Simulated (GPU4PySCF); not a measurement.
BCzBN core (C30H17BN2), SMILES c1c2c3c(n4-c5c6B(c(c42)cc1)c1cccc2c4ccccc4n(-c6ccc5)c12)cccc3. Geometry: PBE-D3(BJ)/def2-SVP.

Give the equilibrium geometry at PBE-D3(BJ)/def2-SVP (GPU4PySCF confirms it by a frequency run) as a Z-matrix, and its point group. (Estimate from the structure and the level; the computed values follow.)

point group Cs.
```
C
C 1 1.4374
N 2 1.4047 1 118.17
C 3 1.3975 2 121.94 1 13.76
C 2 1.4097 3 120.76 4 -163.47
H 5 1.0933 2 120.99 3 4.59
C 5 1.3974 6 119.44 2 -175.38
C 7 1.3974 5 121.63 6 177.68
H 8 1.0933 7 119.44 5 -177.68
H 7 1.1004 8 119.18 9 1.48
C 8 1.4097 9 120.99 7 -175.38
N 11 1.4047 8 120.76 9 -4.59
C 12 1.3975 11 121.94 8 163.47
C 13 1.4116 12 125.90 11 6.66
C 4 1.4116 3 125.90 2 -6.66
C 12 1.4190 13 108.08 14 -175.50
C 16 1.4065 12 131.51 13 171.70
H 17 1.0950 16 122.35 12 -0.71
C 17 1.4043 18 119.21 9 -143.05
H 19 1.1004 17 118.66 18 2.38
C 19 1.4085 20 119.62 17 179.39
H 21 1.1000 19 119.82 20 1.01
C 21 1.4006 22 120.06 19 178.65
H 23 1.1004 21 120.78 22 -1.00
C 23 1.4042 24 120.05 21 178.99
C 3 1.4190 4 108.08 15 175.50
C 26 1.4065 3 131.51 4 -171.70
H 27 1.0950 26 122.35 3 0.71
C 27 1.4043 28 119.21 6 143.05
H 29 1.1004 27 118.66 28 -2.38
C 29 1.4085 30 119.62 27 -179.39
H 31 1.1000 29 119.82 30 -1.01
C 31 1.4006 32 120.06 29 -178.65
H 33 1.1004 31 120.78 32 1.00
C 33 1.4042 34 120.05 31 -178.99
C 15 1.4205 4 114.36 3 179.10
H 36 1.0983 15 119.36 4 179.89
C 36 1.4048 37 118.03 15 179.59
H 38 1.1003 36 119.42 37 0.52
C 38 1.4078 39 119.46 36 179.35
H 40 1.1006 38 120.66 39 -0.14
C 40 1.4007 41 120.75 38 179.72
C 14 1.4205 13 114.36 12 -179.10
H 43 1.0983 14 119.36 13 -179.89
C 43 1.4048 44 118.03 37 -176.68
H 45 1.1003 43 119.42 44 -0.52
C 45 1.4078 46 119.46 43 -179.35
H 47 1.1006 45 120.66 46 0.14
C 47 1.4007 48 120.75 45 -179.72
B 14 1.5510 13 115.83 12 2.79
```
Charge 0, spin multiplicity 1.
